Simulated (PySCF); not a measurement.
# Electron correlation in Sm (samarium, neutral)

Starting occupation: [Xe] 4f5 6s2 6p1, 4f7/2 with m_j = -1/2, +1/2, +3/2, +5/2, +7/2, 6p3/2 with m_j = +3/2. Calculation: PySCF 2.14, in x2c-TZVPall-2c with one added diffuse shell each of s, p, d, f type (12s12p11d5f1g, 147 functions); X2C-1e with screened-nucleus spin-orbit coupling, Gaussian nucleus. Frozen: [Ar] 3d10; 34 electrons correlated; the 18 highest virtual spinors left out.

MP2 pair energies summed by pair of shells (mhartree):

| pair | energy | share (%) |
| --- | --- | --- |
| 4d-4d | -196.31 | 20.0 |
| 5p-5p | -117.60 | 12.0 |
| 4d-5p | -111.38 | 11.4 |
| 4d-4f | -93.31 | 9.5 |
| 4d-4p | -77.61 | 7.9 |
| 4f-5p | -60.85 | 6.2 |
| 5p-6s | -37.42 | 3.8 |
| 4f-4f | -35.27 | 3.6 |
| 5p-5s | -33.26 | 3.4 |
| 4f-4p | -30.83 | 3.1 |
| 4d-5s | -26.60 | 2.7 |
| 4p-4p | -24.94 | 2.5 |
| 4d-4s | -21.59 | 2.2 |
| 4p-5p | -14.99 | 1.5 |
| 4f-5s | -14.37 | 1.5 |
| 4p-4s | -10.66 | 1.1 |
| 6p-6s | -9.71 | 1.0 |
| 6s-6s | -9.12 | 0.9 |
| 4p-5s | -7.72 | 0.8 |
| 4f-6s | -7.50 | 0.8 |
| 4f-4s | -7.08 | 0.7 |
| 5p-6p | -6.34 | 0.6 |
| 4d-6s | -6.22 | 0.6 |
| 5s-5s | -5.99 | 0.6 |
| 5s-6s | -2.80 | 0.3 |
| 4s-5p | -2.43 | 0.2 |
| 4s-4s | -2.16 | 0.2 |
| 4d-6p | -1.43 | 0.1 |
| 4f-6p | -1.15 | 0.1 |
| 4s-5s | -1.13 | 0.1 |

Total MP2 correlation energy: -979.39 mhartree.

The GHF reference relaxed away from the jj start to a determinant that is no pure jj level (⟨S²⟩ = 12.73, ⟨J²⟩ = 93.72); the energies belong to that determinant.

This basis was not built for core-valence correlation, so the inner-shell part is incomplete.
